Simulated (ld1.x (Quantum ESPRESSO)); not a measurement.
**manganese, ultrasoft: configuration errors across variants**

manganese (Mn), ultrasoft, made with ld1.x (Quantum ESPRESSO) 7.5 (LDA (PZ), scalar-relativistic). Core [Ar], reference 3d5 4s1.75 4p0.25. Waves: 4s (bound): rcut 2.20, rcutus 2.95 bohr; 4s channel at 1.8 Ry: rcut 2.20, rcutus 2.95 bohr; 4p (bound): rcut 2.35, rcutus 2.80 bohr; 4p channel at 4.35 Ry: rcut 2.35, rcutus 2.80 bohr; 3d (bound): rcut 1.25, rcutus 1.70 bohr; 3d channel at 0.2 Ry: rcut 1.25, rcutus 1.70 bohr. Local part: all-electron potential smoothed inside 1.65 bohr (lloc = -1). Core correction: Bessel-smoothed model core inside 0.80 bohr. Augmentation charge: PSQ, inside the norm-conserving radii.

All-electron excitation energies from the reference (eV): (1) 3d5 4s2 4p0 -0.960; (2) 3d5 4s1 4p0 7.694; (3) 3d5 4s0 4p0 23.571; (4) 3d6 4s1 4p0 -1.357; (5) 3d4 4s2 4p0 12.488; (6) 3d5 4s1 4p1 2.966; (7) 3d5 4s0 4p1 12.510.

The overlap operator is not positive definite (basis up to 400 Ry) in “local potential all-electron potential smoothed inside 1.18 bohr (lloc = -1)”. Such files are unfit for use, however small their errors in these radial tests.

Tests that are not counted but printed errors over 1 eV. “wave 4s channel at 1.8 Ry: rcut 2.20, rcutus 2.95 bohr becomes 4s channel at -0.25 Ry: rcut 2.20, rcutus 2.95 bohr”: 3d6 4s1 4p0 (solver errors, printed error -1.9 eV).

1 further variants failed, have other tests or too few solved ones, and are left out.

A true bound ghost makes a file unfit for plane-wave use even where its test errors are small: the radial tests pick states by their node count and pass the ghost by. Where a test does run into it, the solver fails or the error is huge.

Errors AE − PS in meV (a dash: test not solved or not reliable):

| change | (1) | (2) | (3) | (4) | (5) | (6) | (7) | bound ghosts |
| --- | --- | --- | --- | --- | --- | --- | --- | --- |
| base | -0.1 | -2.7 | -38 | -52 | +131 | -1.4 | -14 | none |
| local potential all-electron potential smoothed inside 1.70 bohr (lloc = -1) | -0.1 | -4.1 | -38 | -55 | +93 | -1.6 | -14 | none |
| all radii but the core radius scaled by about 1.17 (s 3.46, p 3.28, d 2.00 bohr, rcut 2.58/2.76/1.46); local potential all-electron potential smoothed inside 1.94 bohr (lloc = -1) | – | – | – | – | – | – | – | none |
| local potential all-electron potential smoothed inside 1.18 bohr (lloc = -1) | -0.2 | -8.7 | -38 | -70 | -29 | -2.1 | -13 | not determined (overlap not positive) |
| wave 4s channel at 1.8 Ry: rcut 2.20, rcutus 2.95 bohr becomes 4s channel at -0.25 Ry: rcut 2.20, rcutus 2.95 bohr | -0.4 | – | -38 | – | -426 | – | -14 | s |
| waves 4s (bound): rcut 2.20, rcutus 3.60 bohr; 4s channel at 1.8 Ry: rcut 2.20, rcutus 3.60 bohr | 0.0 | +3.1 | -46 | -114 | -303 | -1.4 | -19 | none |
| core correction Bessel-smoothed model core inside 1.86 bohr | -0.1 | -2.5 | -35 | -44 | +150 | -1.3 | -13 | none |
| waves 4p (bound): rcut 2.35, rcutus 3.28 bohr; 4p channel at 4.35 Ry: rcut 2.35, rcutus 3.28 bohr | 0.0 | -2.9 | -38 | -54 | +133 | -1.0 | -8.6 | none |

Q: Give the same row for: type PAW; local potential all-electron potential smoothed inside 1.75 bohr (lloc = -1).

A: +0.1, +0.4, -9.0, -69, -144, -0.2, -1.9; bound ghosts: none.
